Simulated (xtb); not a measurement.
bromotrifluoromethane (CBrF3), singlet, from a rough starting geometry; GFN2-xTB in xtb.

Input for xtb:
```
$ xtb mol.xyz --gfn 2 --opt vtight --json

# file mol.xyz
5

F     -0.62504443    -0.60221395    -1.05591367
C     -0.10050164     0.04735303    -0.01047937
F     -0.63212342    -0.61056185     1.05305466
F     -0.50772075     1.20865127    -0.00940112
Br     1.80932411    -0.00255652     0.09263509
```

### Question
What does xtb print? Leave out banner, timings and long lists.

### Answer

```
   ID    Z sym.   atoms
    1    9 F      1, 3, 4
    2    6 C      2
    3   35 Br     5

           -------------------------------------------------
          |                Calculation Setup                |
           -------------------------------------------------

           -------------------------------------------------
          |                 G F N 2 - x T B                 |
           -------------------------------------------------

          ...................................................
          :                      SETUP                      :
          :.................................................:
          :  # basis functions                  26          :
          :  # atomic orbitals                  25          :
          :  # shells                           11          :
          :  # electrons                        32          :
          :  max. iterations                   250          :
          :  Hamiltonian                  GFN2-xTB          :
          :  restarted?                      false          :
          :  GBSA solvation                  false          :
          :  PC potential                    false          :
          :  electronic temp.          300.0000000     K    :
          :  accuracy                    1.0000000          :
          :  -> integral cutoff          0.2500000E+02      :
          :  -> integral neglect         0.1000000E-07      :
          :  -> SCF convergence          0.1000000E-05 Eh   :
          :  -> wf. convergence          0.1000000E-03 e    :
          :  Broyden damping             0.4000000          :
          :  net charge                          0          :
          :  unpaired electrons                  0          :
          ...................................................

 iter      E             dE          RMSdq      gap      omega  full diag
   1    -20.3373028 -0.203373E+02  0.805E+00    7.12       0.0  T
   2    -20.4436506 -0.106348E+00  0.766E+00    5.53       1.0  T
   3    -20.4546433 -0.109927E-01  0.468E+00    5.62       1.0  T
   4    -20.4561482 -0.150491E-02  0.796E-01    5.41       1.0  T
   5    -20.4562765 -0.128325E-03  0.413E-01    5.42       1.0  T
   6    -20.4563466 -0.700636E-04  0.289E-01    5.39       1.0  T
   7    -20.4563907 -0.441028E-04  0.104E-01    5.38       1.0  T
   8    -20.4563989 -0.819480E-05  0.935E-03    5.38       4.8  T
   9    -20.4563990 -0.179328E-06  0.356E-03    5.38      12.6  T
  10    -20.4563990 -0.763156E-08  0.135E-03    5.38      33.2  T
  11    -20.4563990 -0.955794E-09  0.602E-04    5.38      74.3  T
  12    -20.4563990 -0.936851E-11  0.403E-04    5.38     111.0  T

   *** convergence criteria satisfied after 12 iterations ***

         :::::::::::::::::::::::::::::::::::::::::::::::::::::
         ::                     SUMMARY                     ::
         :::::::::::::::::::::::::::::::::::::::::::::::::::::
         :: total energy             -20.403480135240 Eh    ::
         :: gradient norm              0.112759693636 Eh/a0 ::
         :: HOMO-LUMO gap              5.382433925415 eV    ::
         ::.................................................::
         :: SCC energy               -20.456398900141 Eh    ::
         :: -> isotropic ES            0.044005835355 Eh    ::
         :: -> anisotropic ES          0.007311820351 Eh    ::
         :: -> anisotropic XC         -0.024801246180 Eh    ::
         :: -> dispersion             -0.002505820944 Eh    ::
         :: repulsion energy           0.052918764901 Eh    ::
         :: add. restraining           0.000000000000 Eh    ::
         :: total charge               0.000000000000 e     ::
         :::::::::::::::::::::::::::::::::::::::::::::::::::::

      -----------------------------------------------------------
     |                   =====================                   |
     |                        A N C O P T                        |
[...]
 * total energy  :   -20.4034801 Eh     change       -0.1765699E-09 Eh
 * total energy  :   -20.4094265 Eh     change       -0.5946391E-02 Eh
 * total energy  :   -20.4111212 Eh     change       -0.1694628E-02 Eh
 * total energy  :   -20.4113802 Eh     change       -0.2590170E-03 Eh
 * total energy  :   -20.4113941 Eh     change       -0.1394821E-04 Eh
 * total energy  :   -20.4113955 Eh     change       -0.1370244E-05 Eh
 * total energy  :   -20.4113956 Eh     change       -0.1506852E-06 Eh
 * total energy  :   -20.4113957 Eh     change       -0.1295091E-07 Eh
   *** GEOMETRY OPTIMIZATION CONVERGED AFTER 8 ITERATIONS ***
         :: total energy             -20.411395653379 Eh    ::
[...]
         1        2.0000           -0.9371174             -25.5003
       ...           ...                  ...                  ...
         4        2.0000           -0.8941791             -24.3319
         5        2.0000           -0.7122860             -19.3823
         6        2.0000           -0.6755087             -18.3815
         7        2.0000           -0.6755081             -18.3815
         8        2.0000           -0.6687915             -18.1987
         9        2.0000           -0.5994920             -16.3130
        10        2.0000           -0.5994906             -16.3130
        11        2.0000           -0.5863961             -15.9567
        12        2.0000           -0.5863942             -15.9566
        13        2.0000           -0.5863694             -15.9559
        14        2.0000           -0.5414890             -14.7347
        15        2.0000           -0.4766223             -12.9696
        16        2.0000           -0.4766222             -12.9696 (HOMO)
        17                         -0.2861911              -7.7877 (LUMO)
        18                         -0.0483299              -1.3151
        19                         -0.0483220              -1.3149
        20                         -0.0139241              -0.3789
        21                         -0.0139236              -0.3789
        22                          0.0870397               2.3685
        23                          0.1239008               3.3715
        24                          0.1239250               3.3722
        25                          0.3269946               8.8980
      -------------------------------------------------------------
                  HL-Gap            0.1904312 Eh            5.1819 eV
             Fermi-level           -0.3814066 Eh          -10.3786 eV

     #   Z          covCN         q      C6AA      α(0)
     1   9 F        0.854    -0.162    10.849     3.891
     2   6 C        3.268     0.539    17.369     6.723
     3   9 F        0.854    -0.162    10.849     3.891
     4   9 F        0.854    -0.162    10.849     3.891
     5  35 Br       1.106    -0.053   186.463    22.017

 Mol. C6AA /au·bohr⁶  :        752.440752
 Mol. C8AA /au·bohr⁸  :      29072.180642
 Mol. α(0) /au        :         40.414469

Wiberg/Mayer (AO) data.
largest (>0.10) Wiberg bond orders for each atom

 ---------------------------------------------------------------------------
     #   Z sym  total        # sym  WBO       # sym  WBO       # sym  WBO
 ---------------------------------------------------------------------------
     1   9 F    1.136 --     2 C    0.988
     2   6 C    3.866 --     3 F    0.988     1 F    0.988     4 F    0.988
                             5 Br   0.902
     3   9 F    1.136 --     2 C    0.988
     4   9 F    1.136 --     2 C    0.988
     5  35 Br   1.067 --     2 C    0.902
 ---------------------------------------------------------------------------

Topologies differ in total number of bonds
Writing topology from bond orders to xtbtopo.mol

molecular dipole:
                 x           y           z       tot (Debye)
 q only:        0.224      -0.005       0.006
   full:       -0.406       0.010      -0.011       1.032
molecular quadrupole (traceless):
                xx          xy          yy          xz          yz          zz
 q only:        0.163      -0.001      -0.082       0.016      -0.000      -0.081
  q+dip:       -4.140       0.140       2.071      -0.191       0.004       2.068
   full:       -3.170       0.105       1.586      -0.150       0.003       1.584

optimized geometry written to: xtbopt.xyz

           -------------------------------------------------
          | TOTAL ENERGY              -20.411395653379 Eh   |
          | GRADIENT NORM               0.000034782668 Eh/α |
          | HOMO-LUMO GAP               5.181895595440 eV   |
           -------------------------------------------------

normal termination of xtb
```
